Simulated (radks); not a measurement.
Results of a calculation; reference values are marked as such.
The nuclear charge of the silver ion Ag+ is varied continuously with 46 electrons held in [Kr] 4d10. Code: a radial shooting solver on a logarithmic mesh with Libxc functionals. Model: Dirac Kohn-Sham, PBE, spin-unpolarised, spherical densities, point nucleus. By the Hellmann-Feynman theorem dE/dZ = E(electron-nucleus)/Z, the electronic potential at the nucleus.

| Z | E (hartree) | E(electron-nucleus)/Z (hartree) | HOMO | e(HOMO) (eV) | <r> HOMO (bohr) |
|---|---|---|---|---|---|
| 46 | -5046.94088 | -265.960 | 4d5/2 | -3.881 | 1.606 |
| 46.25 | -5113.68456 | -267.989 | 4d5/2 | -6.408 | 1.542 |
| 46.5 | -5180.93526 | -270.016 | 4d5/2 | -9.188 | 1.487 |
| 46.75 | -5248.69236 | -272.041 | 4d5/2 | -12.196 | 1.439 |
| 47 | -5316.95547 | -274.064 | 4d5/2 | -15.415 | 1.396 |
| 47.25 | -5385.72436 | -276.087 | 4d5/2 | -18.829 | 1.358 |
| 47.5 | -5454.99889 | -278.109 | 4d5/2 | -22.430 | 1.322 |
| 47.75 | -5524.77908 | -280.132 | 4d5/2 | -26.207 | 1.289 |
| 48 | -5595.06498 | -282.155 | 4d5/2 | -30.153 | 1.259 |

The central difference of E at Z = 47 is -274.064 hartree, to compare with the third column; the second derivative is -8.09 hartree.
